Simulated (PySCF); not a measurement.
Isomers of C5H4ClNO.

All values: PBE0/pcSseg-1 (PySCF) at GFN2-xTB geometries, gas phase, one conformer each.

Task: Rank by the highest Hirshfeld charge on any atom, highest value first.
A. 4-chloropyridine N-oxide (`[O-][n+]1ccc(Cl)cc1`)
B. `[CH:1]#[C:2]/[C:3]([Cl:4])=[CH:5]\[C:6]([NH2:7])=[O:8]` with C3–C5–C6–N7 180°, C5–C6–N7–H 0° and 180°
C. `[OH:1][c:2]1[cH:3][cH:4][c:5]([Cl:6])[cH:7][n:8]1` with H–O1–C2–C3 180°

Result: C (+0.181 e), B (+0.163 e), A (+0.123 e).

Task: Rank by HOMO energy, lowest first.
A. `[OH:1][c:2]1[cH:3][cH:4][n:5][c:6]([Cl:7])[cH:8]1` with H–O1–C2–C3 0°
B. `[O-][n+]1ccc(Cl)cc1` (4-chloropyridine N-oxide)
C. `[OH:1][c:2]1[cH:3][cH:4][cH:5][c:6]([Cl:7])[n:8]1` with H–O1–C2–C3 180° (6-chloro-2-hydroxypyridine)
D. `[CH:1]#[C:2]/[C:3]([Cl:4])=[CH:5]\[C:6]([NH2:7])=[O:8]` with C3–C5–C6–N7 180°, C5–C6–N7–H 0° and 180°
E. `[OH:1][c:2]1[cH:3][cH:4][c:5]([Cl:6])[cH:7][n:8]1` with H–O1–C2–C3 180° (5-chloro-2-hydroxypyridine)

Result: A (-7.60 eV), D (-7.43 eV), C (-7.12 eV), E (-6.97 eV), B (-6.48 eV).

All values together:

```csv
SMILES,μ (D),HOMO (eV),LUMO (eV),lowest IAO charge (e),highest IAO charge (e),lowest Hirshfeld charge (e),highest Hirshfeld charge (e)
C#C/C(Cl)=C\C(N)=O,2.77,-7.43,-2.02,-0.507 (N),+0.433 (C),-0.285 (O),+0.163 (C)
[O-][n+]1ccc(Cl)cc1,2.39,-6.48,-1.47,-0.511 (O),+0.295 (N),-0.292 (O),+0.123 (N)
Oc1ccnc(Cl)c1,4.29,-7.60,-0.86,-0.455 (O),+0.371 (H),-0.179 (N),+0.190 (H)
Oc1ccc(Cl)cn1,0.84,-6.97,-1.15,-0.469 (O),+0.374 (H),-0.181 (O/N),+0.181 (H)
Oc1cccc(Cl)n1,1.84,-7.12,-1.07,-0.465 (O),+0.376 (H),-0.191 (N),+0.183 (H)
```

Conformers: `[CH:1]#[C:2]/[C:3]([Cl:4])=[CH:5]\[C:6]([NH2:7])=[O:8]` with C3–C5–C6–N7 180°, C5–C6–N7–H 0° and 180°; `[OH:1][c:2]1[cH:3][cH:4][n:5][c:6]([Cl:7])[cH:8]1` with H–O1–C2–C3 0°; `[OH:1][c:2]1[cH:3][cH:4][c:5]([Cl:6])[cH:7][n:8]1` with H–O1–C2–C3 180°; `[OH:1][c:2]1[cH:3][cH:4][cH:5][c:6]([Cl:7])[n:8]1` with H–O1–C2–C3 180°.
